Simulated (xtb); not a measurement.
Br3Sn (SMILES [Br][Sn]([Br])[Br]), doublet, from a rough starting geometry (GFN-xTB shapes and energies of metal compounds can be far from the true ones) (the spin is typed, not shown lowest); xtb with GFN2-xTB.

The xtb input:
```
$ xtb mol.xyz --gfn 2 --uhf 1 --opt vtight --json

# file mol.xyz
4

Sn    -0.29655492     0.29229339     0.63415655
Br    -1.72945383    -1.62053897    -0.52500143
Br     0.06044077     2.02336761    -1.30737554
Br     1.99453972    -0.74019605     1.11231076
```

It wrote (shortened):

```
   ID    Z sym.   atoms
    1   50 Sn     1
    2   35 Br     2-4

           -------------------------------------------------
          |                Calculation Setup                |
           -------------------------------------------------

           -------------------------------------------------
          |                 G F N 2 - x T B                 |
           -------------------------------------------------

          ...................................................
          :                      SETUP                      :
          :.................................................:
          :  # basis functions                  40          :
          :  # atomic orbitals                  36          :
          :  # shells                           12          :
          :  # electrons                        25          :
          :  max. iterations                   250          :
          :  Hamiltonian                  GFN2-xTB          :
          :  restarted?                      false          :
          :  GBSA solvation                  false          :
          :  PC potential                    false          :
          :  electronic temp.          300.0000000     K    :
          :  accuracy                    1.0000000          :
          :  -> integral cutoff          0.2500000E+02      :
          :  -> integral neglect         0.1000000E-07      :
          :  -> SCF convergence          0.1000000E-05 Eh   :
          :  -> wf. convergence          0.1000000E-03 e    :
          :  Broyden damping             0.4000000          :
          :  net charge                          0          :
          :  unpaired electrons                  1          :
          ...................................................

 iter      E             dE          RMSdq      gap      omega  full diag
   1    -12.1210479 -0.121210E+02  0.237E+01    3.46       0.0  T
   2    -10.2874396  0.183361E+01  0.375E+01    6.32       1.0  T
   3    -14.0356503 -0.374821E+01  0.117E+01    7.18       1.0  T
   4    -14.1950581 -0.159408E+00  0.935E+00    6.84       1.0  T
   5    -14.4313502 -0.236292E+00  0.662E+00    6.16       1.0  T
   6    -14.4897979 -0.584477E-01  0.557E+00    5.97       1.0  T
   7    -14.5062311 -0.164332E-01  0.410E+00    6.02       1.0  T
   8    -14.5266697 -0.204387E-01  0.217E+00    5.83       1.0  T
   9    -14.5268245 -0.154772E-03  0.184E+00    5.83       1.0  T
[...]
         :: total energy             -14.524983836407 Eh    ::
 * total energy  :   -14.5249838 Eh     change       -0.4691803E-09 Eh
 * total energy  :   -14.5240520 Eh     change        0.9318771E-03 Eh
 * total energy  :   -14.5252945 Eh     change       -0.1242560E-02 Eh
 * total energy  :   -14.5248255 Eh     change        0.4690029E-03 Eh
 * total energy  :   -14.5255262 Eh     change       -0.7006517E-03 Eh
 * total energy  :   -14.5255320 Eh     change       -0.5859030E-05 Eh
 * total energy  :   -14.5255239 Eh     change        0.8149004E-05 Eh
 * total energy  :   -14.5255350 Eh     change       -0.1112423E-04 Eh
 * total energy  :   -14.5255351 Eh     change       -0.7552791E-07 Eh
   *** GEOMETRY OPTIMIZATION CONVERGED AFTER 9 ITERATIONS ***
         :: total energy             -14.525535078346 Eh    ::
[...]
       ...                                ...                  ...
        36                          0.8353011              22.7297
      -------------------------------------------------------------
                  HL-Gap            0.2235776 Eh            6.0839 eV
             Fermi-level           -0.3825832 Eh          -10.4106 eV

     #   Z          covCN         q      C6AA      α(0)
     1  50 Sn       2.460     0.521   378.412    39.032
     2  35 Br       0.820    -0.174   189.554    22.198
     3  35 Br       0.820    -0.174   189.554    22.198
     4  35 Br       0.820    -0.174   189.555    22.198

 Mol. C6AA /au·bohr⁶  :       3664.017970
 Mol. C8AA /au·bohr⁸  :     296081.306970
 Mol. α(0) /au        :        105.624879

Wiberg/Mayer (AO) data.
largest (>0.10) Wiberg bond orders for each atom

 ---------------------------------------------------------------------------
     #   Z sym  total        # sym  WBO       # sym  WBO       # sym  WBO
 ---------------------------------------------------------------------------
     1  50 Sn   2.637 --     3 Br   0.879     2 Br   0.879     4 Br   0.879
     2  35 Br   1.203 --     1 Sn   0.879     4 Br   0.162     3 Br   0.162
     3  35 Br   1.203 --     1 Sn   0.879     4 Br   0.162     2 Br   0.162
     4  35 Br   1.203 --     1 Sn   0.879     2 Br   0.162     3 Br   0.162
 ---------------------------------------------------------------------------

Topologies differ in total number of bonds
Writing topology from bond orders to xtbtopo.mol

molecular dipole:
                 x           y           z       tot (Debye)
 q only:       -0.444       0.393       0.809
   full:       -0.955       0.846       1.741       5.488
molecular quadrupole (traceless):
                xx          xy          yy          xz          yz          zz
 q only:       -1.277      -1.624      -1.682      -3.344       2.951       2.959
  q+dip:       -2.968      -3.775      -3.910      -7.769       6.861       6.879
   full:       -3.426      -4.353      -4.509      -8.958       7.914       7.935

optimized geometry written to: xtbopt.xyz

           -------------------------------------------------
          | TOTAL ENERGY              -14.525535078346 Eh   |
          | GRADIENT NORM               0.000036858724 Eh/α |
          | HOMO-LUMO GAP               6.083856882055 eV   |
           -------------------------------------------------

normal termination of xtb
```
